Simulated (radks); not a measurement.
These are the eigenvalues of the occupied orbitals of an atom or ion with whole-number occupations (eV). All-electron calculation, Dirac Kohn-Sham, HCTH/407, spin-unpolarised, spherical densities, finite nucleus; Fermi nuclear charge, rms radius of each element as measured or else 0.836 A^(1/3) + 0.57 fm. Program: a radial shooting solver on a logarithmic mesh with Libxc functionals.

| orbital | eigenvalue |
|---|---|
| 1s1/2 | -38747.12 |
| 2s1/2 | -6208.444 |
| 2p1/2 | -5860.720 |
| 2p3/2 | -5447.592 |
| 3s1/2 | -1361.959 |
| 3p1/2 | -1214.942 |
| 3p3/2 | -1134.255 |
| 3d3/2 | -876.2642 |
| 3d5/2 | -858.9532 |
| 4s1/2 | -307.9130 |
| 4p1/2 | -253.6194 |
| 4p3/2 | -236.3717 |
| 4d3/2 | -147.0707 |
| 4d5/2 | -144.0510 |
| 5s1/2 | -76.5128 |
| 5p1/2 | -60.8064 |
| 5p3/2 | -57.8707 |
| 5d3/2 | -35.4961 |

Which element is it, and in what charge state? The configuration may be excited. Open shells, if any, fill j = l - 1/2 first.

Answer. Z = 57, lanthanum, charge +4: La4+ in [Kr] 4d10 5s2 5p4 5d1. The list shows which subshells hold electrons but not how many an open one holds; the 1s level, -1423.9 hartree, gives Z - s = 53.4 by -(Z - s)^2/2, which with screening and relativity narrows Z to a few neighbours, and the depths of the outer levels then fix element, charge and occupations together.
